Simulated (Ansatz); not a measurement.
A nudged elastic band was laid between two geometries of C2H8OSiTe (13 atoms, charge 0, multiplicity 1).

Theory: Ansatz 0.2.0, RKS PBE-D4/def2-SVP.

```yaml
movable_images: 5
climbing_image: yes
spring: 5.0 eV/Å²
optimiser: quadratic models (default)
start_path: IDPP
force_threshold: 0.03 eV/Å
iteration_limit: 60
end_points: relaxed
```

Image 0:

```xyz
13
Properties=species:S:1:pos:R:3
C -1.658 -0.568 1.086
O -1.085 0.074 -0.039
C 0.288 -0.058 -0.161
Si 0.866 0.620 -1.849
Te 1.482 1.095 1.404
H -2.749 -0.393 1.046
H -1.458 -1.665 1.075
H -1.246 -0.139 2.030
H 0.646 -1.101 0.012
H 0.758 2.119 -1.846
H -0.002 0.066 -2.949
H 2.292 0.204 -2.069
H 1.888 -0.288 2.275
```

Image 6:

```xyz
13
Properties=species:S:1:pos:R:3
C -1.611 -0.345 1.239
O -1.039 0.297 0.115
C 0.250 -0.095 -0.200
Si 0.768 0.648 -1.881
Te 1.830 0.599 1.291
H -1.654 -1.451 1.100
H -1.019 -0.125 2.159
H -2.638 0.048 1.357
H 0.391 -1.202 -0.173
H 0.991 2.126 -1.723
H -0.318 0.419 -2.899
H 2.035 -0.020 -2.330
H 2.035 -0.933 1.960
```

What changes between the two ends?

No bond is made or broken. The dihedral H7–C1–O2–C3 goes from -59 to 62°. The two ends are copies of one structure, up to a mirror image or an exchange of like atoms.

Give the energies along the band, and the barrier.

The run converged. The highest image is number 3 of 0 to 6, 10.8 kJ/mol above the ends, which have the same energy within 2 meV. A vibrational analysis at the climbing image gives one clearly imaginary mode, 215i cm⁻¹: a first-order saddle point.

| image | path coordinate (Å) | energy (kJ/mol) | dihedral H7–C1–O2–C3 (°) |
| --- | --- | --- | --- |
| 0 | 0.00 | 0.0 | -59 |
| 1 | 0.61 | 2.1 | -43 |
| 2 | 1.23 | 7.5 | -22 |
| 3 | 1.84 | 10.8 | 3 |
| 4 | 2.43 | 7.5 | 28 |
| 5 | 3.03 | 2.1 | 47 |
| 6 | 3.62 | 0.0 | 62 |

What is the geometry of the highest image?


```xyz
13
Properties=species:S:1:pos:R:3
C -1.654 -0.401 1.201
O -1.031 0.263 0.108
C 0.272 -0.087 -0.188
Si 0.792 0.688 -1.853
Te 1.816 0.643 1.334
H -2.532 -0.974 0.832
H -0.955 -1.096 1.714
H -2.001 0.350 1.941
H 0.457 -1.188 -0.169
H 0.955 2.172 -1.684
H -0.266 0.426 -2.894
H 2.091 0.070 -2.284
H 2.077 -0.900 1.956
```

What are the harmonic wavenumbers there?

215i, 107, 112, 134, 164, 199, 248, 391, 407, 558, 594, 642, 794, 877, 894, 911, 944, 1004, 1106, 1113, 1204, 1262, 1393, 1413, 1420, 2047, 2157, 2176, 2191, 2942, 2948, 3040, 3046 cm⁻¹.

The band took 7 iterations and of the order of 4 core-minutes.

Time of the run: 2 min on 2 threads of Arm Neoverse V1, on a shared host, peak memory 0.18 GiB.
